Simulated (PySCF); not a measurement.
SCF from a fresh guess for triplet MoF₃⁺, at the PBE0 minimum. PySCF input:

```python
from pyscf import gto, scf, dft
mol = gto.M(atom='''
Mo     0.042235    -0.000000    -0.024080
F     -0.194038    -0.000000     1.742416
F      1.573922    -0.000000    -0.897364
F     -1.598278     0.000000    -0.720536''',
    basis={'Mo': 'def2-SVP', 'F': 'def2-SVP'},
    ecp={'Mo': 'def2-SVP'},
    charge=1, spin=2)
mf = dft.UKS(mol, xc='PBE0')
mf.grids.atom_grid = (50, 194)
aux = {'Mo': 'def2-universal-JKFIT', 'F': 'def2-universal-JKFIT'}
mf = mf.density_fit(auxbasis=aux)
mf.conv_tol = 1e-08
mf.diis_space = 10
mf.max_cycle = 60
mf.init_guess = 'minao'
mf.verbose = 4
mf.kernel()
```

Excerpt of the output (cycles alone):

```
init E= -359.700385454908
cycle= 1 E= -366.688904763512  delta_E= -6.99  |g|= 0.791  |ddm|= 2.18
cycle= 2 E= -363.581892613258  delta_E= 3.11  |g|=    3  |ddm|=  2.2
cycle= 3 E= -366.920401770336  delta_E= -3.34  |g|= 0.254  |ddm|= 1.72
cycle= 4 E= -366.923273020368  delta_E= -0.00287  |g|= 0.239  |ddm|= 0.292
cycle= 5 E= -366.943713474655  delta_E= -0.0204  |g|= 0.0228  |ddm|= 0.143
cycle= 6 E= -366.944037495207  delta_E= -0.000324  |g|= 0.00426  |ddm|= 0.0304
cycle= 7 E= -366.944062358053  delta_E= -2.49e-05  |g|= 0.00171  |ddm|= 0.0116
cycle= 8 E= -366.944068425131  delta_E= -6.07e-06  |g|= 0.000695  |ddm|= 0.00787
cycle= 9 E= -366.944068704157  delta_E= -2.79e-07  |g|= 0.000892  |ddm|= 0.00229
cycle= 10 E= -366.944069026327  delta_E= -3.22e-07  |g|= 0.000101  |ddm|= 0.00092
cycle= 11 E= -366.94406903224  delta_E= -5.91e-09  |g|= 1.47e-05  |ddm|= 0.000176
Extra cycle  E= -366.944069032177  delta_E= 6.3e-11  |g|= 2.91e-05  |ddm|= 4.52e-05
converged SCF energy = -366.944069032177  <S^2> = 2.0069586  2S+1 = 3.0046355
```

No lower solution of this spin was found from smeared starts or by a stability analysis within the unrestricted form.

With open d or f shells other occupations or spin states may lie lower.

The search for the lowest solution, 3 starts and the stability check together, took 15 s on 2 threads of a shared Arm Neoverse N1 host, with 73 basis functions; the process peaked at 0.4 GiB.
